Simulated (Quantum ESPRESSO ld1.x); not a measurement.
Q: These are the eigenvalues of the occupied orbitals of an atom or ion with whole-number occupations (eV). Calculated with ld1.x of Quantum ESPRESSO 7.5: scalar-relativistic Kohn-Sham, LDA (Slater exchange, VWN5 correlation), spin-unpolarised, spherical densities, point nucleus.

1s: -17827.065
2s: -2494.809
2p: -2229.556
3s: -431.497
3p: -345.096
3d: -202.814
4s: -81.653
4p: -59.303
4d: -28.383

Which element is it, and in what charge state? The configuration may be excited.

A: Z = 40, zirconium, charge +3: Zr3+ in [Kr] 4d1. The list shows which subshells hold electrons but not how many an open one holds; the 1s level, -655.13 hartree, gives Z - s = 36.2 by -(Z - s)^2/2, which with screening and relativity narrows Z to a few neighbours, and the depths of the outer levels then fix element, charge and occupations together.
